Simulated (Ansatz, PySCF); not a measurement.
This PySCF input computes a SVWN5/def2-TZVPD energy:

```python
from pyscf import gto, scf, dft

mol = gto.M(
    atom='''
    Rb   -0.00000000   -0.00000000   -2.26731938
    I     0.00000000    0.00000000    1.58284561
    ''',
    basis='def2-tzvpd',
    ecp='def2-tzvp',
    charge=1,
    spin=1,
    symmetry='C2v',
    verbose=4,
)

mf = dft.UKS(mol, xc='svwn').density_fit(auxbasis='def2-universal-jkfit')
mf.grids.level = 3
mf.conv_tol = 1e-9
mf.max_cycle = 100
mf.max_memory = 1500
mf.kernel()
if not mf.converged:
    mf = mf.newton()
    mf.kernel(mf.make_rdm1())
mf.analyze()
```

Q: Write an input for the same energy in Ansatz (an electronic-structure program) and say what it gives.

A: 
Ansatz 0.2 input:
```yaml
crystal:
  periodic: [false, false, false]
  atoms:
    - {symbol: Rb, position_ang: [-0.00000000, -0.00000000, -2.26731938]}
    - {symbol: I, position_ang: [0.00000000, 0.00000000, 1.58284561]}
basis:
  gaussian:
    orbitals: def2-TZVPD
hamiltonian:
  xc: {name: SVWN5}
total_charge: 1
magnetization: {spin_polarized: true, initial_magnetization: 1}
output: {forces: true}
```
It gives -321.09788 Eh, and PySCF -321.09791 Eh, a difference of 0.03 mEh, from the treatment of integrals and grids.
